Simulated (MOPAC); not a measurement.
Job for MOPAC: PM3 on AlH3 (SMILES [AlH3]).

```
PM3 1SCF PRECISE CHARGE=0 THREADS=1
AlH3

Al    -0.16156664 1     0.36406354 1     0.26279560 1
H      1.25364788 1     0.82433566 1    -0.29958177 1
H     -1.23650146 1     1.48888221 1     0.59489616 1
H     -0.69082091 1    -1.08214948 1    -0.13618389 1
```

The log:

```
*******************************************************************************
 **                                                                           **
 **                              MOPAC v23.2.5                                **
 **                                                                           **
 *******************************************************************************
 ** MOPAC's Digital Object Identifier: https://doi.org/10.5281/zenodo.6511958 **
 **                                                                           **
 ** Please cite the open-source release paper for use of this MOPAC version:  **
 ** J. E. Moussa and J. J. P. Stewart (2026)                                  **
 ** MOPAC: An open-source semiempirical molecular orbital program             **
 ** J. Open Source Softw., 11(119), 8025, https://doi.org/10.21105/joss.08025 **
 *******************************************************************************

                              PM3 CALCULATION RESULTS

 *******************************************************************************
 *  PM3        - The PM3 Hamiltonian to be used
 *
 *
 *
 *                 CHARGE ON SYSTEM = 0
 *
 *
 *
 *  PRECISE    - TIGHTER CRITERIA TO BE USED
 *  1SCF       - DO 1 SCF AND THEN STOP
 *  THREADS=1  - MULTI-THREADING NOT USED
 *  T=         - A TIME OF 172800.0 SECONDS REQUESTED
 *  DUMP=N     - RESTART FILE WRITTEN EVERY 7200.0 SECONDS REQUESTED
 *******************************************************************************
PM3 1SCF PRECISE CHARGE=0 THREADS=1
 AlH3

   ATOM   CHEMICAL          X               Y               Z
  NUMBER   SYMBOL      (ANGSTROMS)     (ANGSTROMS)     (ANGSTROMS)

     1      Al         -0.16156664  *   0.36406354  *   0.26279560  *
     2       H          1.25364788  *   0.82433566  *  -0.29958177  *
     3       H         -1.23650146  *   1.48888221  *   0.59489616  *
     4       H         -0.69082091  *  -1.08214948  *  -0.13618389  *



          CARTESIAN COORDINATES

    NO.       ATOM           X           Y           Z

     1        Al         -0.1616      0.3641      0.2628
     2         H          1.2536      0.8243     -0.2996
     3         H         -1.2365      1.4889      0.5949
     4         H         -0.6908     -1.0821     -0.1362

  H: (PM3): J. J. P. STEWART, J. COMP. CHEM. 10, 209 (1989).
 Al: (PM3): J. J. P. STEWART, J. COMP. CHEM. 10, 209 (1989).

           Empirical Formula: H3 Al  =     4 atoms



      MOLECULAR POINT GROUP   :   C3v


      RHF CALCULATION, NO. OF DOUBLY OCCUPIED LEVELS = 3


 -------------------------------------------------------------------------------
 PM3 1SCF PRECISE CHARGE=0 THREADS=1
 AlH3



     1SCF WAS SPECIFIED, SO BFGS WAS NOT USED
     SCF FIELD WAS ACHIEVED


                              PM3 CALCULATION
                                                       MOPAC v23.2.5 Linux




          FINAL HEAT OF FORMATION =         87.76474 KCAL/MOL =     367.20768 KJ/MOL


          COSMO AREA              =         76.17 SQUARE ANGSTROMS
          COSMO VOLUME            =         61.37 CUBIC ANGSTROMS

          IONIZATION POTENTIAL    =         11.419730 EV
          HOMO LUMO ENERGIES (EV) =        -11.420 -2.444
          NO. OF FILLED LEVELS    =          3
          MOLECULAR WEIGHT        =         30.0052         POINT GROUP:  C3v

          MOLECULAR DIMENSIONS (Angstroms)

            Atom       Atom       Distance
            H     3    H     2     2.72810
            H     4    H     2     2.36257
            H     4   Al     1     0.22385


          SCF CALCULATIONS        =          1





   ATOM   CHEMICAL          X               Y               Z
  NUMBER   SYMBOL      (ANGSTROMS)     (ANGSTROMS)     (ANGSTROMS)

     1      Al         -0.16156664  *   0.36406354  *   0.26279560  *
     2       H          1.25364788  *   0.82433566  *  -0.29958177  *
     3       H         -1.23650146  *   1.48888221  *   0.59489616  *
     4       H         -0.69082091  *  -1.08214948  *  -0.13618389  *

                             CARTESIAN COORDINATES

   1   Al       -0.161566640     0.364063540     0.262795600
   2    H        1.253647880     0.824335660    -0.299581770
   3    H       -1.236501460     1.488882210     0.594896160
   4    H       -0.690820910    -1.082149480    -0.136183890


           Empirical Formula: H3 Al  =     4 atoms



      MOLECULAR POINT GROUP   :   C3v


                  EIGENVALUES
 -12.41265 -11.41980 -11.41973  -2.44413   0.94402   0.94409   2.92916


              NET ATOMIC CHARGES AND DIPOLE CONTRIBUTIONS

  ATOM NO.   TYPE          CHARGE      No. of ELECS.   s-Pop       p-Pop
    1         Al           0.515689        2.4843     0.54782     1.93649
    2          H          -0.171894        1.1719     1.17189
    3          H          -0.171892        1.1719     1.17189
    4          H          -0.171902        1.1719     1.17190
 DIPOLE           X         Y         Z       TOTAL
 POINT-CHG.     0.156    -0.115     0.520     0.554
 HYBRID         0.144    -0.106     0.480     0.512
 SUM            0.300    -0.220     0.999     1.066


          ATOMIC ORBITAL ELECTRON POPULATIONS

     Atom    s        px        py        pz
    1 Al   0.54782   0.88674   0.92136   0.12840
    2  H   1.17189
    3  H   1.17189
    4  H   1.17190

 **********************
 *                    *
 * JOB ENDED NORMALLY *
 *                    *
 **********************




 == MOPAC DONE ==
```

The run finished.

Cost: roughly 0.03 core-seconds.
